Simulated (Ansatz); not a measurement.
Abridged output of a molecular run in Ansatz:

```
Functional definition: HF
1682 factors; integrals over basis functions are off by at most 1.0e-3 eV
mean field evaluation 1: about -64680.5143 eV, gradient 4.1e1 eV
mean field evaluation 2: about -64680.7169 eV, gradient 4.1e1 eV
mean field evaluation 4: about -64685.3468 eV, gradient 4.3e0 eV
mean field evaluation 8: about -64685.4267 eV, gradient 3.2e-1 eV
mean field -64685.42750949 eV, -2377.1456156161 hartree, gradient 4.0e-6 eV, S^2 0.000000; 0 other end points of the search recorded, 0 dependent functions left out
13 core orbitals not correlated: weight in the atoms' cores, before any rotation towards them, 1.000 or more for the frozen orbitals, at most 0.000 for the correlated occupied ones
reference -64685.42750949 eV, -2377.1456156161 hartree; 19, 19 occupied and 252, 252 virtual orbitals, 1682 factors
second order -24.02608970 eV of doubles, -0.00000000 eV of singles
cycle   1  -24.51743559 eV  change   -4.9e-1 eV  update   1.1e-1
cycle   2  -25.16122309 eV  change   -6.4e-1 eV  update   3.0e-2
cycle   3  -25.25671091 eV  change   -9.5e-2 eV  update   1.6e-2
cycle   4  -25.24582153 eV  change    1.1e-2 eV  update   5.0e-3
cycle   5  -25.24544281 eV  change    3.8e-4 eV  update   2.9e-3
cycle   6  -25.24511472 eV  change    3.3e-4 eV  update   1.1e-3
cycle   7  -25.24478859 eV  change    3.3e-4 eV  update   4.3e-4
cycle   8  -25.24493550 eV  change   -1.5e-4 eV  update   1.5e-4
cycle   9  -25.24496251 eV  change   -2.7e-5 eV  update   6.3e-5
cycle  10  -25.24493861 eV  change    2.4e-5 eV  update   2.8e-5
perturbative correction -1.05631476 eV, -0.0388188514 hartree
Total energy: -64711.72876285 eV, -2378.1121688497 hartree
```

Its atoms:

Z-matrix (Å, degrees):
```
C
As 1 1.969
H 1 1.090 2 108.9
H 1 1.088 2 112.2 3 121.8
H 1 1.090 2 107.5 3 -117.9
B 2 1.963 1 102.8 3 -177.9
H 2 1.517 1 99.7 3 -76.7
C 6 1.530 2 149.5 1 159.1
C 6 1.532 2 148.5 1 -48.6
H 8 1.086 6 119.7 2 56.6
H 8 1.086 6 119.4 2 -89.6
H 9 1.086 6 119.7 2 -57.1
H 9 1.086 6 119.5 2 89.2
```

Problem. Which basis set was used?
A. def2-TZVPP
B. def2-QZVPP
C. def2-TZVPPD
D. cc-pV(Q+d)Z

Solution. A. It gives 284 functions.

Problem. Write the keys of the input that set method, charge and spin (a neutral closed shell needs none for the last two).

Solution. 
```yaml
correlation: {method: ccsd_t}
```
